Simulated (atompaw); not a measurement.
Before and after: PAW (atompaw) potential for copper

```
Element                 : copper (Cu)
Generator               : atompaw 4.2.0.5
Type                    : PAW
Functional              : PBE
Relativity              : scalar-relativistic
Frozen core             : [Ne]
Valence charge          : 19
Reference configuration : 3s2 3p6 3d10 4s0 4p0 (charge +1)
Partial waves           : 3s (bound): rc 0.80 bohr; 4s (bound, empty): rc 1.05 bohr; 3p (bound): rc 1.10 bohr; 4p (bound, empty): rc 1.15 bohr; 3d (bound): rc 1.15 bohr; 3d channel at -0.3 Ry: rc 1.15 bohr
Local potential         : troulliermartins scheme with l = 3 at 1 Ry, radius 1.10 bohr
Core correction         : smooth core density matched at 0.60 bohr
Augmentation charge     : gaussian compensation charge, radius 0.85 bohr; PAW radius 1.15 bohr; waves and projectors: custom rrkj vanderbiltortho
```

Change: augmentation gaussian compensation charge, radius 0.85 bohr; PAW radius 1.15 bohr; waves and projectors: custom polynom2 7 10 vanderbiltortho.

Cutoffs: the cutoffs (Ry, on a coarse ladder) from which the occupation-weighted sum of valence levels, in a spherical-Bessel basis at the reference potential, stays within 10 and 1 mRy of its value at 400 Ry; they do not see the model core or the augmentation charge, which bear on the density cutoff.

What does the change do?

The range in which the s phases agree widens (upper end 3.0 → at the end of the scan); neither file shows a bound ghost.

| quantity | base | changed |
| --- | --- | --- |
| cutoffs, loose and tight | 110 Ry, 200 Ry | not determined |
| bound ghosts | none | none |
| s: phases at 1.15 bohr within 0.05 rad from the reference energy up to (Ry; the scan ends near 5) | 3.0 | to the end of the scan |
| p: phases at 1.15 bohr within 0.05 rad from the reference energy up to (Ry; the scan ends near 5) | to the end of the scan | to the end of the scan |
| d: phases at 1.15 bohr within 0.05 rad from the reference energy up to (Ry; the scan ends near 5) | to the end of the scan | to the end of the scan |
| lowest overlap eigenvalue by channel | s 0.05, p 0.01, d 0.94 | s 0.35, p 0.79, d 0.83 |

 The cutoffs see the waves, projectors and local potential, not the compensation charge or the core.
